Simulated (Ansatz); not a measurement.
Born–Oppenheimer molecular dynamics of BrCl$_{3}$FGeH (7 atoms, charge 0, multiplicity 1). It starts at the highest image of a converged band, a first-order saddle point between two minima.

All numbers below come from RKS B3LYP/def2-SVP (Ansatz).

```json
{
 "ensemble": "NVE (velocity Verlet)",
 "time step": "0.5 fs",
 "steps asked": "200",
 "starting velocities drawn for": "300 K",
 "seed": "4791"
}
```

First frame:

```xyz
7
Properties=species:S:1:pos:R:3
Ge -0.247 0.000 -0.107
F -0.062 0.001 1.867
Cl 1.917 -0.001 -0.206
Cl -0.752 1.858 -1.063
Cl -0.751 -1.858 -1.063
Br -2.685 0.000 1.183
H -1.166 0.001 2.030
```

Question: How far do the bonds stretch over the last three quarters of this one trajectory? (Pairs bonded in most of those frames.)

Answer: 
```
   bond  mean (Å)  spread (Å)  shortest  longest
Ge1–Cl3     2.185       0.009      2.17     2.20
Ge1–Cl4     2.178       0.039      2.13     2.23
Ge1–Cl5     2.186       0.055      2.08     2.26
Ge1–Br6     2.512       0.142      2.27     2.71
  F2–H7     0.965       0.027      0.92     1.03
```

Pairs bonded in part of these frames only: Ge1–F2 39 %.

Mean temperature of the second half: 511 K. The conserved energy stayed within 0.016 meV per atom of its start (net change -0.003 meV per atom), so the integration is sound. The kinetic energy rose, since the run started high on the potential surface and went downhill. It ends in pieces (BrCl3Ge + FH), so much of that is their flight and rotation, not heat. A run of 0.1 ps of so small a system gives no equilibrium averages. The orbitals stay closed-shell, which can raise the energy where a bond breaks towards radicals; this wasn't checked here.

Run time: 7 min on 4 threads of Intel(R) Xeon(R) 6975P-C (Granite Rapids), on a shared host, peak memory 0.48 GiB.
